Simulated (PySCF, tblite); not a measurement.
Species: C₇H₁₃FSSi.
Atom-mapped SMILES: `[CH3:1][CH2:2][CH2:3][S:4][SiH2:5][C:6]1=[CH:7][CH2:8][C@@H:9]1[F:10]` (hydrogens: H11, H12, H13 on C1; H14, H15 on C2; H16, H17 on C3; H18, H19 on Si5; H20 on C7; H21, H22 on C8; H23 on C9)

Geometry (GFN2-xTB, Å), atoms numbered from 1 in this order:
```
atom  x, y, z in Å
C1    -3.2245    0.2415   -0.9158
C2    -3.3964   -0.8351    0.1465
C3    -2.2931   -0.8180    1.1934
S4    -0.6582   -1.2801    0.5007
Si5    0.3443    0.6138    0.4491
C6     2.1049    0.2182   -0.0022
C7     2.8876   -0.8656   -0.0815
C8     4.1411   -0.1107   -0.4183
C9     3.2335    1.1418   -0.4018
F10    3.5754    2.1040    0.5165
H11   -4.0575    0.2190   -1.6142
H12   -2.3065    0.0753   -1.4743
H13   -3.1832    1.2285   -0.4585
H14   -4.3504   -0.6927    0.6614
H15   -3.4126   -1.8171   -0.3295
H16   -2.2033    0.1644    1.6540
H17   -2.4968   -1.5570    1.9682
H18    0.2266    1.2130    1.7773
H19   -0.2560    1.4882   -0.5598
H20    2.7004   -1.9170    0.0339
H21    4.8924   -0.1002    0.3698
H22    4.6149   -0.3424   -1.3717
H23    3.1128    1.6551   -1.3600
```

Jobs on this species (23 atoms, 94 electrons) with PySCF (density fitting) and tblite. Hardware of each: Intel Xeon 6975P-C, one thread, on a shared host. Other jobs ran on the host; a repeat could differ by tens of per cent or more.

Question: Rank these jobs by wall time, shortest first.
A. GFN2-xTB; Hessian by finite differences
B. GFN2-xTB; L-BFGS relaxation
C. PBE0/pcSseg-1; shieldings, ring-centre shieldings, charges and field gradients; 249 basis functions

Answer: A (2.0 s), B (3.5 s), C (52 s).

All jobs:

| level and settings | work | basis functions | SCF cycles | wall time |
| --- | --- | --- | --- | --- |
| GFN2-xTB | Hessian by finite differences | – | – | 2.0 s |
| GFN2-xTB | L-BFGS relaxation | – | – | 3.5 s |
| PBE0/pcSseg-1 | shieldings, ring-centre shieldings, charges and field gradients | 249 | 12 | 52 s |

What do all jobs in the table cost together?

About 58 s; the longest takes about 90 % of that, and about 26 times as long as the shortest.
